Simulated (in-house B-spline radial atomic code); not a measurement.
Computed with a B-spline radial atomic code. Model: two electrons, singlet ground state, non-relativistic, full CI in B-splines with partial waves to l = 8 (at full coupling up to 3e-4 hartree above the limit, correlation up to 0.6 % small), density held at that of full coupling by Lieb maximisation.

Along the adiabatic connection the electron repulsion is scaled by a coupling λ while a local potential keeps the density fixed. At λ = 0 the system is the Kohn-Sham one and W equals the exchange energy; the exchange-correlation energy is the area under W between 0 and 1. The kinetic energy rises with λ as the electrons avoid each other, with dT/dλ = −λ dW/dλ.

Command:
```bash
python run_ac.py task.json out
```
Settings (lengths in bohr, energies in hartree):
```
potential              dot
strength               1.52
lmax                   8
second                 -1
```

Run time, properties included: 22 s on 1 thread of Intel(R) Xeon(R) Processor @ 2.30GHz (shared host).

**W = mean repulsion less Hartree energy, and W of three functionals.**

Given: confinement charge in harmonic well; well frequency 1.52 hartree; nuclear charge -1; external potential omega^2 r^2/2 - Z/r.

Computed: LDA exchange minus exact 112.26 millihartree; PBE exchange minus exact 30.024 millihartree.

```csv
coupling,W xc (hartree),W xc minus exchange (millihartree),kinetic minus Kohn-Sham (millihartree),LDA (PW92) W minus its exchange (millihartree),PBE W minus its exchange (millihartree),SCAN W minus its exchange (millihartree)
0,-0.81412,0,0,0,0,0
0.02,-0.8163,-2.172,0.02,-11.54,-3.95,-1.91
0.05,-0.81951,-5.382,0.13,-23.43,-9.26,-4.69
0.12,-0.82678,-12.652,0.75,-44.42,-20.21,-10.93
0.25,?,?,?,?,?,?
0.4,-0.85303,-38.902,7.47,-98.96,-54.56,-33.3
0.6,?,?,?,?,?,?
0.8,-0.88389,-69.769,25.76,-148.87,-90.86,-60.06
1,-0.89694,-82.818,37.48,-168.07,-105.72,-71.69
1.4,-0.91926,-105.14,64.11,-199.67,-131.04,-92.21
2,-0.94551,-131.38,108.36,-236.04,-161.33,-117.64
3,-0.97654,-162.41,184.89,-279.66,-198.92,-150.02
4.5,-1.0063,-192.22,294.85,-323.89,-238.16,-183.86
7,-1.0353,-221.18,457.85,-370.67,-280.59,-218.99
10,-1.0555,-241.36,626.9,-406.23,-313.34,-243.76
```

**Question.** What belongs in the row 0.25?

**Answer.** W xc (hartree): -0.8395; W xc minus exchange (millihartree): -25.377; kinetic minus Kohn-Sham (millihartree): 3.09; LDA (PW92) W minus its exchange (millihartree): -73.29; PBE W minus its exchange (millihartree): -37.54; SCAN W minus its exchange (millihartree): -21.77.

**Question.** What belongs in the row 0.6?

**Answer.** W xc (hartree): -0.86933; W xc minus exchange (millihartree): -55.206; kinetic minus Kohn-Sham (millihartree): 15.6; LDA (PW92) W minus its exchange (millihartree): -126.35; PBE W minus its exchange (millihartree): -74.03; SCAN W minus its exchange (millihartree): -47.33.

**Question.** What is the SCAN exchange minus exact?

**Answer.** -3.7479 millihartree.

**Energy parts, natural occupations and partial-wave weights.**

Computed: total energy 7.8619 hartree; exchange energy -0.81412 hartree; correlation energy -0.045335 hartree; kinetic part of the DFT correlation energy 0.037483 hartree; initial slope twice GL2 -0.10925 hartree; kinetic part over minus potential part 0.4526; Hartree energy 1.6282 hartree.

```tsv
natural	occupation of the shell (electrons)
s	1.9722
p	0.026119
d	?
s	0.0006149
p	0.00011122
f	9.9169e-05
```

**Question.** What belongs in the row d?

**Answer.** occupation of the shell (electrons): 0.00081394.

```json
{"wave": "s", "weight": "0.98639"}
{"wave": "p", "weight": "0.013118"}
{"wave": "d", "weight": "?"}
{"wave": "f", "weight": "5.3573e-05"}
{"wave": "g", "weight": "1.1858e-05"}
```

**Question.** What belongs in the row d?

**Answer.** weight: 0.00042035.

**Question.** What is the Lieb Oxford ratio E_xc over LDA exchange?

**Answer.** 1.2245.

**Question.** What is the Kohn-Sham kinetic?

**Answer.** 1.7037 hartree.

Half-way to full coupling W has made 57 % of its drop, against 50 % for a straight line, and second-order (GL2) theory, half the initial slope, overshoots the correlation energy by about 20 %: a moderate bend, as in light atoms. Over couplings 0 to 1 the errors in E_xc come to about +52 millihartree for LDA, +14 millihartree for PBE, +2.6 millihartree for SCAN, so SCAN is nearest. In LDA and PBE and SCAN the errors of exchange and correlation have opposite signs, so the sum is smaller than the larger of the two.
